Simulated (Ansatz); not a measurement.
C6H11NO3, SMILES `CN/C(=C\C(=O)OC)OC`. The species carries charge 0 and has multiplicity 1. All single points use the PBE0-D4/def2-TZVP geometry. It is one conformer, not always the lowest.

```xyz
21

C    -2.671   -0.106   -0.310
N    -1.270    0.192   -0.177
C    -0.331   -0.721    0.113
C     1.015   -0.486    0.227
C     1.696    0.764    0.056
O     2.890    0.929    0.166
O     0.874    1.817   -0.255
C     1.538    3.060   -0.428
O    -0.878   -1.932    0.287
C    -0.037   -3.022    0.601
H    -3.194    0.822   -0.538
H    -2.864   -0.819   -1.117
H    -3.088   -0.519    0.612
H    -0.923    1.124   -0.331
H     1.672   -1.304    0.470
H     2.060    3.351    0.485
H     0.762    3.785   -0.667
H     2.265    3.002   -1.240
H    -0.694   -3.885    0.691
H     0.484   -2.857    1.548
H     0.693   -3.197   -0.193
```

Q: What is the dipole moment at PBE/def2-TZVPP? (Best estimate.)

A: Ansatz gave: 4.17 D, with components (-4.06, -0.87, -0.35) D in this frame, pointing from negative to positive charge.

Q: And with r2SCAN, B3LYP, ωB97M-V? (Estimate.)

A: The calculation gave: r2SCAN 4.27 D, B3LYP 4.17 D, ωB97M-V 4.14 D.

Q: Give the Mulliken charges with PBE, ωB97M-V, r2SCAN in def2-TZVPP. (An estimate is asked.)

A: The calculation gave: 
```
atom    PBE  ωB97M-V  r2SCAN
  C1  -0.18    -0.23   -0.03
  N2  -0.15    -0.20   -0.22
  C3   0.32     0.45    0.43
  C4  -0.30    -0.34   -0.36
  C5   0.22     0.33    0.36
  O6  -0.33    -0.38   -0.40
  O7  -0.24    -0.31   -0.31
  C8  -0.16    -0.19   -0.01
  O9  -0.21    -0.27   -0.28
 C10  -0.16    -0.23   -0.03
 H11   0.09     0.11    0.05
 H12   0.10     0.13    0.06
 H13   0.10     0.13    0.06
 H14   0.16     0.14    0.17
 H15   0.07     0.08    0.08
 H16   0.11     0.13    0.07
 H17   0.09     0.11    0.05
 H18   0.11     0.13    0.07
 H19   0.11     0.13    0.07
 H20   0.11     0.14    0.08
 H21   0.11     0.14    0.08
```

B3LYP here is the variant with VWN-RPA as its local correlation; programs differ in this.
